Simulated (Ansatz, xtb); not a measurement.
**C4H9BrGe: 4 structures ranked**

4 gas-phase structures of C4H9BrGe, from a drawn sample of its isomers (lower ones may exist). Each was relaxed with GFN2-xTB; where two conformers were screened, the lower at r2SCAN-D4/def2-SVP is listed:

A. `Br[C@@H]1C[CH2][GeH2][CH2]1`, a singlet
B. `Br[C@@H]1CC[CH2][GeH2]1`, a singlet
C. `[Br][GeH2][CH2]C1CC1`, a singlet
D. `[Br][GeH2][CH]1CCC1`, a singlet

Task: Make a reasoned guess at their ranking by r2SCAN-D4/def2-SVP single-point energy.

Result: Calculated order at r2SCAN-D4/def2-SVP: C (0.0), D (1.1), A (4.7), B (7.3) kcal/mol. CCSD(T)/def2-SVP + ΔMP2/def2-TZVPP after further relaxation puts D lowest instead.

Energies above the lowest of each column, in kcal/mol; the last columns are at B3LYP/def2-SVP geometries:

```
structure  GFN2-xTB  HF/STO-3G  r2SCAN-D4/def2-SVP  B3LYP/def2-SVP  CCSD(T)/def2-SVP + ΔMP2/def2-TZVPP
        C       5.1       13.8                 0.0             0.4                                 1.4
        D       0.0        0.0                 1.1             0.0                                 0.0
        A      24.5        4.8                 4.7             7.6                                 2.9
        B      27.2        6.3                 7.3             9.9                                 6.0
```

CCSD(T)/def2-SVP + ΔMP2/def2-TZVPP puts D lowest; r2SCAN-D4/def2-SVP picks C. CCSD(T)/def2-SVP + ΔMP2/def2-TZVPP orders those it was run on as D (0.0), C (1.4), A (2.9), B (6.0) kcal/mol. Flexible structures stand in one conformer each, not always the lowest. The ΔMP2 step shifts differences by up to 3.8 kcal/mol, which makes them less sure. ΔMP2 is the change of the MP2 energy from the smaller to the larger basis.

Over these structures GFN2-xTB departs from r2SCAN-D4/def2-SVP by 8.9 kcal/mol on average once a common shift is removed. A GFN2-xTB relaxation took about 0.078 s and the r2SCAN-D4/def2-SVP energy about 2.7 s on a shared host (Ansatz 0.2.0, xtb 6.7.1).
